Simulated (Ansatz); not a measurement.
Isolated molecules relaxed with PBE0-D4/def2-TZVP in Ansatz; ΔE leaves out vibrations. CCSD(T)/CBS adds triple-zeta CCSD(T) − MP2 to the extrapolated MP2 energy (def2 sets, frozen cores). def2 core potentials past Kr. For Te outer-core shells are correlated without core-valence functions, which leaves a few kJ/mol of doubt a bond. Each species was taken in one conformer, which may not be the lowest.

Reaction (formal exchange of groups at a C–Si bond): `ClC[SiH2][TeH]` + `CCCCl` → `ClCCCCCl` + `[SiH3][TeH]`

`ClC[SiH2][TeH]`:

```xyz
9

Cl    1.936    1.438    1.087
C     1.136    0.008    0.374
Si   -0.702    0.368    0.206
Te   -1.897   -1.596   -0.766
H     1.603   -0.190   -0.591
H     1.320   -0.844    1.029
H    -1.295    0.569    1.550
H    -0.888    1.573   -0.638
H    -1.213   -1.327   -2.252
```

`CCCCl`:

Cartesian coordinates in Å:
```
C -1.189 -0.482 -0.204
C -0.100 0.573 -0.260
C 1.247 0.091 0.228
Cl 1.225 -0.329 1.968
H -1.354 -0.820 0.820
H -2.133 -0.090 -0.587
H -0.921 -1.356 -0.806
H -0.393 1.454 0.318
H 0.041 0.910 -1.294
H 2.012 0.858 0.113
H 1.566 -0.809 -0.298
```

`ClCCCCCl`:

Cartesian coordinates in Å:
```
Cl -1.066 -1.259 2.393
C 0.502 -0.686 1.747
C 0.330 0.297 0.615
C -0.330 -0.297 -0.615
C -0.502 0.686 -1.747
Cl 1.066 1.258 -2.393
H 1.044 -1.577 1.427
H 1.029 -0.237 2.587
H -0.245 1.160 0.969
H 1.326 0.668 0.351
H 0.245 -1.160 -0.969
H -1.326 -0.668 -0.351
H -1.044 1.577 -1.427
H -1.029 0.237 -2.587
```

`[SiH3][TeH]`:

Cartesian coordinates in Å:
```
Si 0.463 -0.438 0.125
Te -1.812 0.369 -0.504
H 0.833 -0.002 1.495
H 0.370 -1.918 0.076
H 1.490 0.036 -0.835
H -1.345 1.953 -0.356
```

```
         species  HF/def2-TZVPP energy (Eh)
`ClC[SiH2][TeH]`                -1056.27196
         `CCCCl`                 -577.24145
      `ClCCCCCl`                -1075.22067
   `[SiH3][TeH]`                 -558.28442
```

Question: Work out ΔE.

Answer: ΔE = (-1075.22067) + (-558.28442) − (-1056.27196) − (-577.24145) = 0.00832 Eh = +21.8 kJ/mol. CCSD(T)/CBS gives +27.5 kJ/mol.

Largest T1 diagnostic among the species: 0.011.
